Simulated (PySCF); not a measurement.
A structure optimised at PBE0-D3(BJ)/def2-SVP, used in a PySCF frequency run:

```
B
O 1 1.3584
H 2 0.9613 1 110.94
O 1 1.3653 2 116.84 3 180.00
H 4 0.9586 1 114.93 2 180.00
O 1 1.3744 2 118.32 3 0.00
H 6 0.9594 1 115.40 2 180.00
```

**Question.** Write its SMILES, formula and point group.

**Answer.** OB(O)O, BH3O3, Cs

**Question.** What are its rotational constants (standard atomic weights)?

**Answer.** 10.180, 9.8070, 4.9950 GHz
